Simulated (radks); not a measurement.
Ionisation of the rubidium ion Rb2+, [Ar] 3d10 4s2 4p5, to [Ar] 3d10 4s2 4p4 as the strength of local exchange is varied. Calculated with a radial shooting solver on a logarithmic mesh with Libxc functionals: Dirac Kohn-Sham, Slater X-alpha exchange (alpha = 2/3 is LDA exchange), no correlation, spin-unpolarised, spherical densities, finite nucleus; open shells are shared between the two j in proportion to 2j + 1; Fermi nuclear charge, rms radius 4.2036 fm.

| alpha | E(Rb2+) (hartree) | exchange (hartree) | IE (eV) | -e of the level emptied (eV) | <r> of it (bohr) |
|---|---|---|---|---|---|
| 0.564 | -2959.08159 | -78.57635 | 36.990 | 30.333 (4p3/2) | 1.683 |
| 0.615 | -2966.19486 | -85.87375 | 37.892 | 31.188 (4p3/2) | 1.669 |
| 0.636 | -2969.12848 | -88.88780 | 38.267 | 31.544 (4p3/2) | 1.663 |
| 0.667 | -2973.46401 | -93.34696 | 38.823 | 32.072 (4p3/2) | 1.655 |
| 0.764 | -2987.06799 | -107.37564 | 40.590 | 33.752 (4p3/2) | 1.630 |
| 0.846 | -2998.61317 | -119.32450 | 42.113 | 35.205 (4p3/2) | 1.610 |
| 0.934 | -3011.04884 | -132.23890 | 43.778 | 36.795 (4p3/2) | 1.589 |
| 0.984 | -3018.13565 | -139.61868 | 44.737 | 37.714 (4p3/2) | 1.577 |

NIST Atomic Spectra Database: 39.247 eV (semi-empirical). The Delta-SCF value meets it near alpha = 0.69. Spin polarisation and multiplet splitting are left out, so open shells lie too high by an amount that depends on their filling. Sharing an open shell by 2j + 1 raises it above the true ground level by a part of the spin-orbit splitting, which enters the differences from NIST.

Beside tabulated values, note that spin-unpolarised runs miss the spin-polarisation part of the exchange energy of open shells.
